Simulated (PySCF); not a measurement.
**Calculated NMR parameters of O=COC1=C[SiH2]C1=O**

| Property | Result |
| --- | --- |
| Formula | C4H4O3Si |
| SMILES | O=COC1=C[SiH2]C1=O |
| InChI | InChI=1S/C4H4O3Si/c5-2-7-3-1-8-4(3)6/h1-2H,8H2 |
| Degrees of unsaturation | 4 |
| Carbon signals | 4 |
| Proton signals | 3 |

Numbering as in the mapped SMILES `[O:1]=[CH:2][O:3][C:4]1=[CH:5][SiH2:6][C:7]1=[O:8]` (H(Xn): hydrogen on atom n).

[PySCF: geometry: GFN2-xTB; PBE0/pcSseg-1 with gauge-including orbitals; gas phase; relativity neglected; fast rotation and ring inversion assumed for equivalent nuclei; single conformer]

Shifts are taken against calculated references (same method and geometry level): 1H (σref 31.72), 13C (σref 186.93), 29Si (σref 349.16) vs TMS; 17O (σref 336.08) vs H2O.

```tsv
carbon	δC, type	δH (multiplicity)	HMBC from (2–3 bonds)	span of the C tensor (ppm)
C2	163.4, CH	8.24 (s)	–	171
C4	171.6, C	–	H(C5), H(C2), H(Si6)	163
C5	166.4, CH	9.36 (t)	H(Si6)	235
C7	215.6, C	–	H(C5), H(Si6)	171
```

Other nuclei:
```
 atoms  nucleus                                                environment  δ (ppm)  σ (ppm)
H(Si6)       1H  hydrogen on a silicon bonded to 2 C, in a 4-membered ring     5.05    26.66
   Si6     29Si           silicon bonded to 2 C, 2 H, in a 4-membered ring    -30.8    379.9
    O8      17O                                            carbonyl oxygen    753.4   -417.4
    O1      17O                                      ester carbonyl oxygen    469.6   -133.6
    O3      17O                                        ester alkoxy oxygen    263.5     72.6
```

- Carbon types of the structure: 2 × C, 2 × CH, leaving 2 H on heteroatoms.
- δC 215.6: carbonyl carbon.
- δC 171.6: alkene carbon bearing oxygen; an sp2 carbon further deshielded by the attached heteroatom.
- δC 166.4: β carbon of a C=C–C=O unit; conjugation with the carbonyl draws π density from the β position.
- δC 163.4: ester carbonyl carbon; it is a carbonyl in resonance with an O or N lone pair, the region of acids, esters and amides.
- δH 9.36: hydrogen on a β carbon of a C=C–C=O unit.

Shifts are as computed. Against solution values, carbons near 30 ppm lie about +3 ppm off and those near 130 ppm about +5 ppm. Of 1211 compounds with measured shifts, 218 miss one by over three times the rms of a fit or turn the order of signals round; such compounds aren't used in these exercises. Unscaled 17O shifts of doubly bonded oxygen tend to come out too high, by tens of ppm or more. Experimental scales use liquid or dissolved standards, which lie at an offset from isolated H2O (liquid H2O: subtract about 36 ppm). No couplings were computed; multiplicities are counted from neighbouring protons, with m where these are inequivalent, close in shift, in a saturated or five-membered ring or joined by F or P, and br s for small geminal =CH2 splittings.
